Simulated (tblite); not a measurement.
CH₃Cl₂F₃Ga₂.
Atom-mapped SMILES: `[F:1][CH2:2][GaH-:3]1[Cl+:4][Ga-:5]([F:6])([F:7])[Cl+:8]1` (hydrogens: H9, H10 on C2; H11 on Ga3)

Computed with GFN2-xTB (tblite), gas phase: L-BFGS steps from a force-field or distance-geometry start until the largest atomic force falls under 0.01 eV/Å.

Step 29: E = -806.4882 eV
```
atom  x, y, z in Å  |  force x, y, z in eV/Å
F1      1.9115   -1.6803    0.2229    0.032   0.007  -0.004
C2      1.7639   -0.3223    0.6575   -0.008   0.064  -0.007
Ga3     0.7397    0.0844   -1.0485    0.050   0.113   0.296
Cl4    -1.0344   -1.3075   -0.6982   -0.150  -0.138  -0.053
Ga5    -2.0781    0.4515    0.1471    0.035   0.122   0.066
F6     -3.6539    0.8574   -0.4831   -0.017  -0.057   0.005
F7     -1.9101    0.3255    1.8916   -0.096   0.033  -0.048
Cl8    -0.6365    1.9527   -0.6783    0.066  -0.081  -0.025
H9      1.0932   -0.3553    1.5334    0.089  -0.055  -0.030
H10     2.7576    0.0037    0.9789   -0.066  -0.009  -0.129
H11     1.0526   -0.0071   -2.5494    0.065   0.003  -0.070
```

Step 30: E = -806.4940 eV
```
atom  x, y, z in Å  |  force x, y, z in eV/Å
F1      1.9161   -1.6767    0.2010    0.026   0.007   0.006
C2      1.7646   -0.3221    0.6541    0.056   0.039   0.076
Ga3     0.7327    0.0795   -1.0384    0.041   0.140   0.166
Cl4    -1.0322   -1.3126   -0.6767   -0.183  -0.116  -0.043
Ga5    -2.0883    0.4542    0.1591    0.067   0.106  -0.092
F6     -3.6498    0.8550   -0.5089   -0.031  -0.062   0.019
F7     -1.9282    0.3453    1.8949   -0.094   0.019   0.068
Cl8    -0.6412    1.9456   -0.6729    0.060  -0.063  -0.022
H9      1.1054   -0.3707    1.5399    0.129  -0.051  -0.067
H10     2.7635    0.0024    0.9642   -0.107  -0.011  -0.112
H11     1.0630    0.0028   -2.5424    0.036  -0.007   0.001
```

Step 31: E = -806.4988 eV
```
atom  x, y, z in Å  |  force x, y, z in eV/Å
F1      1.9198   -1.6738    0.1865    0.020   0.008   0.008
C2      1.7648   -0.3214    0.6524    0.084  -0.012   0.103
Ga3     0.7282    0.0777   -1.0278    0.017   0.132   0.001
Cl4    -1.0354   -1.3184   -0.6637   -0.183  -0.074  -0.034
Ga5    -2.0943    0.4585    0.1666    0.074   0.069  -0.183
F6     -3.6473    0.8520   -0.5257   -0.034  -0.062   0.029
F7     -1.9425    0.3595    1.8981   -0.092   0.014   0.132
Cl8    -0.6430    1.9389   -0.6697    0.053  -0.029  -0.020
H9      1.1160   -0.3826    1.5442    0.131  -0.044  -0.053
H10     2.7661    0.0022    0.9502   -0.077   0.011  -0.074
H11     1.0731    0.0101   -2.5371    0.006  -0.012   0.089
```

Task: Estimate the geometry and energy of step 32. (The exact step hangs on the optimiser's Hessian estimate; all steps are aligned on step 31, rigid shifts and turns removed.)

Result: E = -806.5040 eV, largest force 0.202 eV/Å
```
atom  x, y, z in Å  |  force x, y, z in eV/Å
F1      1.9236   -1.6700    0.1712    0.019   0.009   0.010
C2      1.7663   -0.3204    0.6523    0.076  -0.078   0.072
Ga3     0.7246    0.0778   -1.0160   -0.014   0.097  -0.151
Cl4    -1.0422   -1.3261   -0.6521   -0.160  -0.013  -0.026
Ga5    -2.0984    0.4643    0.1702    0.065   0.013  -0.191
F6     -3.6458    0.8474   -0.5416   -0.031  -0.058   0.037
F7     -1.9600    0.3744    1.9036   -0.091   0.016   0.123
Cl8    -0.6422    1.9314   -0.6672    0.043   0.025  -0.019
H9      1.1294   -0.3959    1.5489    0.111  -0.036  -0.005
H10     2.7685    0.0025    0.9354    0.003   0.044  -0.019
H11     1.0816    0.0174   -2.5307   -0.021  -0.019   0.169
```

The energy changes by -0.0051 eV. The first-order estimate −F·Δx gives -0.0070 eV and the mean of the old and new forces, exact on a quadratic surface, -0.0051 eV. The step makes an angle of 71° with the force vector and moves no atom by more than 0.024 Å.

What follows is the cost of the whole relaxation. On one thread, Arm Neoverse V1 (aarch64), shared host with 32 logical CPUs at a one-minute load of 22, this took 0.88 s of wall time.
